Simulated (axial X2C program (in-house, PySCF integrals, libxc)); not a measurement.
**Worked dissociation energy of SnAs: PBEsol, scalar-relativistic**

Calculated with an in-house relativistic program for diatomic molecules. Spin-free means the one-electron spin-free X2C Hamiltonian. Basis: Sn dyall-cv3z [11s12p9d4f1g], As dyall-cv3z [9s9p6d4f1g] (cores contracted in-house); Gaussian nuclei, density fitting, unrestricted open shells. Masses: Sn 119.902 u, As 74.922 u.

Molecular state: M_S = 1/2, Λ = 1 (beyond evenly filled blocks: π+α, π+β, π-α).

```
E(Sn) (2M_S = 2, M_L = 0) : -6173.292377 hartree
E(As) (2M_S = 3, M_L = 0) : -2258.852189 hartree
E(SnAs) at Re             : -8432.260584 hartree
ωe                        : 280.9 cm⁻¹
ωexe                      : 0.554 cm⁻¹
```

Question: Work out De and D0.

Answer: De = -6173.292377 + (-2258.852189) − (-8432.260584) = 0.11602 hartree = 3.157 eV. The zero-point energy is ωe/2 − ωexe/4 = 140 cm⁻¹ = 0.017 eV, so D0 = 3.140 eV.

The state is a single determinant with fixed occupations, the lowest that a limited PBE0 search found. De is counted from the lowest determinant-based energies of the atoms at the same level, without counterpoise correction. PBE0 can misorder states that lie within some tenths of an eV, so this need not be the ground state of the molecule. The nearest other spin-free determinant of the search, M_S = 1/2, Λ = 0, lies 0.40 eV up at the distance of the search. The functionals have no current-density term, which raises determinants with orbital currents, atoms included. At some level and bond length an empty orbital lies below a filled one. The determinant is spin-polarised beyond a pure state at some levels (its spin-free form has ⟨S²⟩ too high), which makes Re and μ there less reliable. Spin-free De lacks the spin–orbit lowering of the heavy p-block atom, a tenth of an eV or more for 4p and 5p, up to an eV for 6p and one to two eV for 7p atoms, less what an open-shell molecule gains itself.

Each atomic determinant is the lowest at this level and need not be a pure term. Totals compare only within one Hamiltonian and basis.
